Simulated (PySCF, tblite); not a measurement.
C4H4F4O.
Atom-mapped SMILES: `[CH3:1][C:2](=[O:3])[C@H:4]([F:5])[C:6]([F:7])([F:8])[F:9]` (hydrogens: H10, H11, H12 on C1; H13 on C4)

Computed with GFN2-xTB (tblite), gas phase: nudged elastic band of 9 images (0 to 8), spring 0.2 eV/Å², climbing image at the end, force threshold 0.05 eV/Å. The top image wasn't refined or checked by frequencies; at this threshold it can lie a kcal/mol or more above the true saddle point of the method.

Path: rotation about C2–C4 (ketone carbonyl carbon, sp3 C–F carbon), followed by the dihedral C1–C2–C4–C6.

Image 0 (start, dihedral -99°):
```
atom  x, y, z in Å
C1      1.764   -0.424    0.010
C2      0.660    0.233   -0.744
O3      0.583    0.349   -1.933
C4     -0.483    0.779    0.149
F5     -0.072    0.976    1.437
C6     -1.642   -0.231    0.167
F7     -2.164   -0.388   -1.049
F8     -1.245   -1.437    0.589
F9     -2.629    0.161    0.975
H10     2.515   -0.795   -0.681
H11     1.363   -1.242    0.606
H12     2.210    0.290    0.701
H13    -0.864    1.731   -0.242
```

Image 8 (end, +0.142 eV, dihedral 57°):
```
atom  x, y, z in Å
C1      1.370   -0.766   -0.596
C2      0.941    0.616   -0.210
O3      1.676    1.515    0.066
C4     -0.598    0.823   -0.188
F5     -0.891    2.089    0.223
C6     -1.310   -0.160    0.756
F7     -1.360   -1.387    0.209
F8     -0.695   -0.291    1.931
F9     -2.567    0.205    0.996
H10     2.410   -0.744   -0.911
H11     0.745   -1.185   -1.379
H12     1.296   -1.411    0.280
H13    -1.021    0.696   -1.195
```

Problem. What do the inner images look like?

Solution. 
Image 1: +0.023 eV, dihedral -80°
```
atom  x, y, z in Å
C1      1.677   -0.505   -0.026
C2      0.696    0.342   -0.759
O3      0.756    0.654   -1.913
C4     -0.499    0.838    0.101
F5     -0.087    1.192    1.356
C6     -1.570   -0.257    0.244
F7     -2.033   -0.630   -0.951
F8     -1.100   -1.356    0.842
F9     -2.613    0.158    0.963
H10     2.501   -0.768   -0.683
H11     1.188   -1.411    0.330
H12     2.045    0.028    0.849
H13    -0.965    1.714   -0.371
```

Image 2: +0.063 eV, dihedral -63°
```
atom  x, y, z in Å
C1      1.599   -0.578   -0.084
C2      0.733    0.431   -0.754
O3      0.934    0.924   -1.825
C4     -0.519    0.875    0.060
F5     -0.126    1.376    1.272
C6     -1.507   -0.271    0.327
F7     -1.867   -0.865   -0.818
F8     -0.999   -1.222    1.115
F9     -2.622    0.164    0.915
H10     2.502   -0.731   -0.669
H11     1.064   -1.522    0.004
H12     1.850   -0.250    0.924
H13    -1.046    1.670   -0.485
```

Image 3: +0.107 eV, dihedral -44°
```
atom  x, y, z in Å
C1      1.520   -0.648   -0.151
C2      0.778    0.513   -0.718
O3      1.129    1.173   -1.652
C4     -0.542    0.902    0.018
F5     -0.213    1.567    1.172
C6     -1.440   -0.280    0.405
F7     -1.692   -1.054   -0.661
F8     -0.896   -1.067    1.337
F9     -2.617    0.128    0.880
H10     2.472   -0.754   -0.664
H11     0.936   -1.558   -0.288
H12     1.678   -0.513    0.917
H13    -1.117    1.592   -0.615
```

Image 4: +0.156 eV, dihedral -23°
```
atom  x, y, z in Å
C1      1.466   -0.707   -0.228
C2      0.834    0.577   -0.641
O3      1.326    1.383   -1.374
C4     -0.565    0.906   -0.028
F5     -0.366    1.752    1.034
C6     -1.393   -0.281    0.479
F7     -1.586   -1.179   -0.499
F8     -0.820   -0.928    1.496
F9     -2.600    0.106    0.893
H10     2.441   -0.793   -0.702
H11     0.842   -1.547   -0.528
H12     1.577   -0.742    0.855
H13    -1.159    1.454   -0.774
```

Image 5 (top): +0.185 eV, dihedral -1°
```
atom  x, y, z in Å
C1      1.431   -0.750   -0.322
C2      0.883    0.619   -0.543
O3      1.481    1.522   -1.048
C4     -0.580    0.895   -0.068
F5     -0.536    1.908    0.855
C6     -1.359   -0.264    0.565
F7     -1.512   -1.272   -0.309
F8     -0.770   -0.772    1.649
F9     -2.585    0.118    0.926
H10     2.444   -0.791   -0.714
H11     0.815   -1.494   -0.823
H12     1.443   -0.984    0.742
H13    -1.160    1.266   -0.927
```

Image 6: +0.181 eV, dihedral 19°
```
atom  x, y, z in Å
C1      1.393   -0.773   -0.418
C2      0.915    0.641   -0.441
O3      1.592    1.587   -0.714
C4     -0.588    0.881   -0.103
F5     -0.686    2.018    0.652
C6     -1.324   -0.237    0.648
F7     -1.423   -1.339   -0.113
F8     -0.720   -0.600    1.781
F9     -2.568    0.124    0.960
H10     2.444   -0.794   -0.694
H11     0.818   -1.384   -1.111
H12     1.275   -1.195    0.579
H13    -1.133    1.069   -1.042
```

Image 7: +0.158 eV, dihedral 39°
```
atom  x, y, z in Å
C1      1.369   -0.777   -0.517
C2      0.935    0.641   -0.329
O3      1.660    1.589   -0.340
C4     -0.595    0.854   -0.142
F5     -0.810    2.075    0.429
C6     -1.303   -0.200    0.722
F7     -1.355   -1.383    0.086
F8     -0.693   -0.415    1.889
F9     -2.562    0.144    0.986
H10     2.437   -0.796   -0.720
H11     0.828   -1.244   -1.337
H12     1.170   -1.351    0.386
H13    -1.084    0.865   -1.129
```

The largest changes of bonds and angles from start to top: C2–C4 1.550 → 1.562 Å, C6–F7 1.332 → 1.343 Å, C4–F5 1.366 → 1.371 Å, C4–C6 1.538 → 1.534 Å, C2–C4–C6 109.4 → 117.9°, C2–C4–F5 111.9 → 107.8°, C1–C2–C4 114.2 → 117.5°. GFN2-xTB torsional profiles can miss by a kcal/mol or more and can put conformers in the wrong order.

Problem. What do single points at PBE0/pcSseg-1 (PySCF, no dispersion term) give on some images?

Solution. 
| image | GFN2-xTB E (eV) | DFT E (eV) | HOMO (eV) | LUMO (eV) | dipole (D) |
| --- | --- | --- | --- | --- | --- |
| 0 | 0.000 | 0.000 | -8.11 | -1.34 | 1.94 |
| 2 | 0.063 | 0.078 | -8.14 | -1.51 | 1.16 |
| 5 | 0.185 | 0.212 | -8.15 | -1.50 | 2.16 |
| 6 | 0.181 | 0.190 | -8.15 | -1.37 | 2.61 |
| 8 | 0.142 | 0.119 | -8.15 | -1.24 | 3.31 |

Energies count from image 0 at each level. At the GFN2-xTB top the DFT energy is 4.9 kcal/mol against 4.3; the geometries weren't optimised at the DFT level.

The cost below is that of the whole band run. Time: 2.5 s; peak memory 0.18 GiB. Hardware: AMD EPYC 9R14, one thread, no GPU, on a shared host.
